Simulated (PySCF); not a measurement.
Cd(OMe)(GeH3) (CH₆CdGeO), SMILES C[O][Cd][GeH3].

The structure is a stationary point at r2SCAN-D4/def2-SVP. The def2 effective core potentials stand for the cores of Cd; spin–orbit coupling is left out. The values are those of a single conformer.

Method: C-PCM-PBE0/def2-SVP (PySCF).

The values are the electrostatic part of the solvation free energy, E(continuum) − E(gas) at the gas-phase geometry, in a cavity of scaled van der Waals radii (PySCF's table); cavitation and dispersion terms are not included. A continuum can't describe solvent molecules that bind to the metal. In vacuum the orbital gap is 5.88 eV. The dipole moment in vacuum is 1.39 D.

Computed values in water (ε = 78.36), dimethylsulfoxide (ε = 46.83), 1-octanol (ε = 9.86):
```tsv
solvent	ε	ΔG(elec) (kcal/mol)	dipole (D)	gap (eV)
water	78.36	-10.5	1.53	6.49
dimethylsulfoxide	46.83	-10.4	1.53	6.49
1-octanol	9.86	-9.4	1.52	6.43
```
